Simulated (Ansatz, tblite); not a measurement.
Isomers of Se$_{3}$⁻ (doublet), found by a short tight-binding search and relaxed with PBE0-D4/def2-TZVPD in Ansatz.

The xTB rows come from tblite. Correlated methods freeze 27 core orbitals; core or outer-core shells of Se are correlated, in sets that lack core-valence functions.

A: At BLYP-D4/def2-TZVPD the highest occupied level of the charge -1 doublet lies above zero (up to 0.12 eV). By energy differences its removal costs 2.93 eV (vertical, to the charge 0 singlet, at PBE0-D4/def2-TZVPD). B: At PBE-D4/def2-TZVPD, BLYP-D4/def2-TZVPD, r2SCAN-D4/def2-TZVPD the highest occupied level of the charge -1 doublet lies above zero (up to 0.40 eV). It is a level of β spin, whose loss leaves a triplet; that state wasn't run at this geometry and level. The electron is either unbound and held by the finite basis, or the level is raised by self-interaction error. At BLYP-D4/def2-TZVPD the gap within one spin of the charge -1 doublet nearly closes, so an electron or hole may be smeared out by delocalisation error.

Other spin states were run for one of them alone.

A:

```xyz
3

Se    1.896    0.287    0.350
Se   -1.753   -0.806    0.272
Se   -0.142    0.519   -0.621
```

B:

```xyz
3

Se   -1.519   -0.089   -0.607
Se    0.623    0.843   -0.539
Se    0.896   -0.754    1.147
```

Task: Estimate their order by electronic energy at PBE0-D4/def2-TZVPD, counted from the lowest.

Result: A (0.0) < B (17.2), in kcal/mol.

Task: Do the other levels pick the same lowest one?

Result: All that were run do. Energies above each level's lowest (kcal/mol):

```
               level    A     B
            GFN1-xTB  0.0  18.8
            GFN2-xTB  0.0  17.1
        HF/def2-SVPD  0.0  13.7
       HF/def2-TZVPD  0.0  14.0
   PBE-D4/def2-TZVPD  0.0  18.9
  BLYP-D4/def2-TZVPD  0.0  18.8
r2SCAN-D4/def2-TZVPD  0.0  19.8
  PBE0-D4/def2-TZVPD  0.0  17.2
       MP2/def2-SVPD  0.0  16.1
      CCSD/def2-SVPD  0.0  15.2
   CCSD(T)/def2-SVPD  0.0  16.0
```
Point groups (tolerance 0.1 Å): A C2v, B C2v. A and B have the same bonds, so they are conformers or stereoisomers. Lower isomers may exist.
